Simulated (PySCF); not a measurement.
Species: C8H14Si.
Numbering: `[CH:1]1=[CH:2][CH2:3][SiH:4]([CH:5]2[CH2:6][CH2:7][CH2:8]2)[CH2:9]1` (hydrogens: H10 on C1; H11 on C2; H12, H13 on C3; H14 on Si4; H15 on C5; H16, H17 on C6; H18, H19 on C7; H20, H21 on C8; H22, H23 on C9)

Computed, not measured: PBE0-D3(BJ)/def2-SVP geometry optimisation, gas phase in PySCF.

Q: What internal coordinates does the optimisation give?

A: 
```csv
bond,length (Å)
C1=C2,1.342
"C3–Si4, Si4–C9",1.901
Si4–C5,1.882
"C5–C6, C5–C8",1.551
"C6–C7, C7–C8",1.540
"C1–C9, C2–C3",1.507
"C1–H10, C2–H11",1.096
"C3–H12, C9–H23",1.104
"C3–H13, C9–H22",1.105
Si4–H14,1.499
C5–H15,1.104
"C6–H16, C8–H21",1.103
"C6–H17, C8–H20",1.101
C7–H18,1.100
C7–H19,1.101
```

Bonds in one row agree within 0.01 Å and their mean is given. A selection of angles:
```csv
angle,degrees
C2–C1–C9,119.3
C2–C3–Si4,101.9
C3–Si4–C5,111.8
C3–Si4–C9,95.6
Si4–C5–C6,114.8
C6–C5–C8,88.4
C5–C6–C7,88.8
C6–C7–C8,89.1
```

Dihedral angles: C9–C1–C2–C3 0° (synperiplanar); C1–C2–C3–Si4 10° (synperiplanar); C2–C3–Si4–C5 103° (anticlinal); C3–Si4–C5–C6 177° (antiperiplanar); Si4–C5–C6–C7 -100° (anticlinal); C5–C6–C7–C8 -17° (synperiplanar); C6–C7–C8–C5 17° (synperiplanar); C3–Si4–C9–C1 13° (synperiplanar); C2–C1–C9–Si4 -10° (synperiplanar); Si4–C5–C8–C7 100° (anticlinal).

The 4-membered ring C5–C6–C7–C8 has internal angles of 88.4° to 89.1°; it is puckered, 0.11 Å rms from its mean plane, widest ring torsion 17°. The 7 C–C bonds span 1.342 Å (C1=C2, drawn double) to 1.551 Å (C5–C8, drawn single), a spread of 0.209 Å. Of the pairs four or more bonds apart, Si4···H19 is among the closest relative to their van der Waals radii: 3.36 Å, 102 % of the sum of Bondi's values. The 5-membered ring C1–C2–C3–Si4–C9 has internal angles of 95.6° to 119.3°; it is puckered, 0.08 Å rms from its mean plane, widest ring torsion 13°. Si4 (SiH silicon) has angles from 95.6° to 113.8°.

Point group: Cs (tolerance 0.08 Å). PBE0-D3(BJ)/def2-SVP frequencies: not computed here. One conformer, not necessarily the lowest.
